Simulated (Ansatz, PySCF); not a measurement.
hexane (C6H14), SMILES CCCCCC. Atoms are numbered in the order given.

```xyz
20

C      2.8726     0.8879    -0.3468
C      1.8506     0.0407     0.4094
C      0.4596     0.0546    -0.2272
C     -0.5667    -0.7909     0.5300
C     -1.9537    -0.8529    -0.1206
C     -2.6855     0.4888    -0.1808
H      2.9953     0.5332    -1.3839
H      2.5570     1.9435    -0.3965
H      3.8628     0.8584     0.1349
H      2.2091    -1.0026     0.4747
H      1.7738     0.3962     1.4529
H      0.1095     1.0997    -0.2969
H      0.5316    -0.3082    -1.2698
H     -0.6656    -0.4035     1.5614
H     -0.1733    -1.8181     0.6318
H     -1.8556    -1.2646    -1.1417
H     -2.5737    -1.5763     0.4369
H     -2.7913     0.9285     0.8255
H     -3.6970     0.3745    -0.6019
H     -2.1512     1.2214    -0.8062
```

The structure is a stationary point at B3LYP-D3(BJ)/def2-SVP. The values are those of a single conformer.

Two levels are set side by side: PBE-D3(BJ)/def2-SVP (Ansatz, a quantum-chemistry and plane-wave program) and B3LYP-D3(BJ)/def2-SVP (Ansatz). Each level has its own optimised geometry; the coordinates shown are those of the second. Frequencies come from the Hessian of PySCF at each geometry. Differences are taken from unrounded values.

| quantity | B3LYP-D3(BJ) | PBE-D3(BJ) | PBE-D3(BJ) minus B3LYP-D3(BJ) |
|---|---|---|---|
| mean bond length (Å) | 1.216 | 1.222 | 0.006 |
| bond C1–C2 (Å) | 1.528 | 1.529 | 0.001 |
| bond C2–C3 (Å) | 1.530 | 1.532 | 0.002 |
| bond C3–C4 (Å) | 1.530 | 1.532 | 0.002 |
| bond C4–C5 (Å) | 1.533 | 1.535 | 0.002 |
| bond C5–C6 (Å) | 1.530 | 1.531 | 0.001 |
| bond C1–H7 (Å) | 1.103 | 1.110 | 0.007 |
| bond C1–H8 (Å) | 1.103 | 1.110 | 0.007 |
| bond C1–H9 (Å) | 1.102 | 1.109 | 0.007 |
| bond C2–H10 (Å) | 1.105 | 1.113 | 0.008 |
| bond C2–H11 (Å) | 1.105 | 1.113 | 0.008 |
| bond C3–H12 (Å) | 1.104 | 1.113 | 0.008 |
| bond C3–H13 (Å) | 1.106 | 1.114 | 0.008 |
| bond C4–H14 (Å) | 1.106 | 1.114 | 0.008 |
| bond C4–H15 (Å) | 1.105 | 1.113 | 0.008 |
| bond C5–H16 (Å) | 1.105 | 1.113 | 0.008 |
| bond C5–H17 (Å) | 1.104 | 1.112 | 0.008 |
| highest harmonic wavenumber (cm⁻¹) | 3110 | 3058 | -52 |
| mean harmonic wavenumber (cm⁻¹) | 1530 | 1492 | -38 |
| zero-point energy (kcal/mol) | 118.13 | 115.16 | -2.96 |

Exact exchange shortens and stiffens bonds; PBE has none. Differences between two approximate levels are no errors against the true value.
